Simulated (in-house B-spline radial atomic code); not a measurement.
PBEsol excitations of the cadmium ion Cd²⁺

Method: PBEsol. Computed with a B-spline radial code for spherical atoms: linear response of the closed shell [Kr] 4d10 with the functional's adiabatic kernel; non-relativistic, point nucleus, no spin-orbit coupling, no double excitations, S, P, D and F terms only; shells from n = 2 respond. Only terms of natural parity with L up to 3 were computed.

Without relativity these are model numbers for so heavy an element.

Command:
```bash
python run_td.py task.json out
```
Settings (radii: box in bohr, nucleus in fm):
```
Z                        48
electrons                46
configuration            [Kr] 4d10
hamiltonian              nr
method                   pbesol
box_radius               29.48
intervals                57
```

Cost of the run: 3.7 s on 1 thread of Arm Neoverse N1 (shared host).

The lowest states, in the order of their Tamm-Dancoff energies; the method's threshold (minus the highest occupied level) is 30.85 eV. Labels give the largest channel, * marks a mixed state, and oscillator strengths are full-response dipole values. Semilocal kernels can invert the small singlet-triplet splittings of Rydberg terms. Energies in eV:

| state | full response | Tamm-Dancoff | oscillator strength |
| --- | --- | --- | --- |
| 4d → 5s 3D | 10.274 | 10.297 | - |
| 4d → 5s 1D | 10.867 | 10.881 | - |
| 4d → 5p 3P | 16.174 | 16.200 | - |
| 4d → 5p 3F | 16.320 | 16.335 | - |
| 4d → 5p 1F | 16.587 | 16.590 | - |
| 4d → 5p 1P | 17.271 | 17.336 | 0.702 |
| 4d → 6s 3D | 23.422 | 23.425 | - |
| 4d → 5d 3S | ? | ? | - |
| 4d → 6s 1D | 23.518 | 23.520 | - |
| 4d → 5d 3D | 23.747 | 23.750 | - |
| 4d → 5d 1D | 23.902 | 23.909 | - |
| 4d → 5d 1S | ? | ? | - |
| 4d → 6p 3P | 25.061 | 25.066 | - |
| 4d → 6p 3F | 25.098 | 25.101 | - |
| 4d → 6p 1F | 25.157 | 25.157 | - |
| 4d → 6p 1P | 25.269 | 25.280 | 0.0572 |

Q: Where does 4d → 5d 3S lie?

A: At 23.428 eV in full response, 23.441 eV in Tamm-Dancoff.

Q: Where does 4d → 5d 1S lie?

A: At 24.797 eV in full response, 24.920 eV in Tamm-Dancoff.

Q: How large is the singlet-triplet splitting of 4d → 5s (D terms) in Tamm-Dancoff?

A: 0.583 eV, from the unrounded values.

Q: What polarisabilities and dispersion coefficient does the method give?

A: Dipole 5.353 bohr³, quadrupole 20.12 bohr⁵, C6 27 hartree·bohr⁶ for two such species.
